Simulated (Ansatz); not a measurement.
CH4GeO2, SMILES `[OH][GeH]1[CH2][O]1` from Hartree–Fock to CCSD(T)

Z-matrix (Å, degrees):
```
Ge
C 1 1.882
O 1 1.819 2 45.8
O 1 1.764 2 118.1 3 -97.3
H 1 1.525 2 128.8 3 86.0
H 2 1.090 1 121.3 3 -105.1
H 2 1.090 1 118.2 3 105.8
H 4 0.960 1 113.0 2 146.5
```

The species carries charge 0 and has multiplicity 1. Correlated methods include outer-core shells of Ge, which these sets cover unevenly. Scalar relativity is left out up to krypton. The geometry is a stationary point of PBE0-D4/def2-TZVP. It is one conformer, not always the lowest. Frozen core, restricted reference, Ansatz 0.2.0.

| basis | HF (Eh) | MP2 corr. | CCSD corr. | (T) | CCSD(T) total |
| --- | --- | --- | --- | --- | --- |
| def2-SVP | -2264.82968 | -0.74203 | -0.75744 | -0.02235 | -2265.60947 |
| def2-TZVPP | -2265.33881 | -0.90309 | -0.91167 | -0.03725 | -2266.28773 |
| def2-QZVPP | -2265.39048 | -1.21635 | – | – | – |
